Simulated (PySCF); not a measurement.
C5H9O, SMILES CC(C)C[C]=O, multiplicity 2.

Coordinates come from a PBE0-D3(BJ)/def2-SVP optimisation. The isomer is the one that the SMILES or the coordinates give; other isomers of the formula were not compared. Other conformers were not sampled.

Level of theory: TDA-PBE/def2-SVPD (PySCF).

Vertical excitations. 

Computed excitation energies, oscillator strengths and character:
| state | energy (eV) | λ (nm) | f | main pairs |
|---|---|---|---|---|
| root 1 | 2.30 | 538 | 0.002 | α HOMO→LUMO 100 % |
| root 2 | 4.03 | 307 | 0.001 | α HOMO→LUMO+1 100 % |
| root 3 | 4.85 | 256 | 0.030 | α HOMO→LUMO+2 100 % |
| root 4 | 4.93 | 251 | 0.010 | α HOMO→LUMO+3 100 % |
| root 5 | 5.00 | 248 | 0.006 | α HOMO→LUMO+4 100 % |
| root 6 | 5.47 | 227 | 0.002 | β HOMO→LUMO 98 % |
| root 7 | 5.67 | 219 | 0.001 | β HOMO−1→LUMO 96 % |
| root 8 | 5.75 | 215 | 0.002 | α HOMO→LUMO+5 99 % |
| root 9 | 5.91 | 210 | 0.003 | α HOMO→LUMO+6 55 %, β HOMO−2→LUMO 41 % |
| root 10 | 5.98 | 207 | 0.022 | α HOMO→LUMO+6 42 %, β HOMO−2→LUMO 53 % |
Unrestricted roots are not spin-pure.
